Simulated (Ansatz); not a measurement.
The cluster SiGe6, relaxed as a singlet with RKS B3LYP-D4/def2-SVP in Ansatz, starting from the GFN2-xTB geometry. Force threshold 0.02 eV/Å.

Another isomer (singlet) lies 0.25 eV lower at PBE0-D4/def2-TZVP; other spin states weren't run for this one.

Start:

Cartesian coordinates in Å:
```
Si -0.010 -0.054 2.247
Ge 0.320 1.297 -1.784
Ge -1.312 0.332 -0.028
Ge -0.507 -2.014 0.676
Ge 1.308 -0.331 -0.038
Ge 0.508 1.978 0.772
Ge -0.307 -1.207 -1.846
```

Question: Estimate the energy that the relaxation releases and the steps that it takes.

Answer: 26.3 kJ/mol, in 5 steps; 54 s on 4 threads of Intel Xeon Platinum 8175M on a shared host. No frequencies were taken in this run, so the end may be a saddle point.

Question: Does the start keep its bonding and symmetry?

Answer: By distances, no bond broke or formed. The bond that changes most is Ge3–Ge5, from 2.70 to 2.81 Å (atoms count from 1). Point group C2v at the start, C2v at the end, both within 0.05 Å.

Question: Predict the relaxed structure.

Answer: 
```xyz
7

Si   -0.0072   -0.0530    2.2101
Ge    0.3352    1.3465   -1.8114
Ge   -1.3645    0.3453    0.0066
Ge   -0.5315   -2.1081    0.6844
Ge    1.3635   -0.3452   -0.0013
Ge    0.5277    2.0727    0.7877
Ge   -0.3232   -1.2582   -1.8760
```
Bond lengths: 12 × Ge–Ge 2.68 to 2.81 Å; 4 × Ge–Si 2.61 to 2.62 Å.
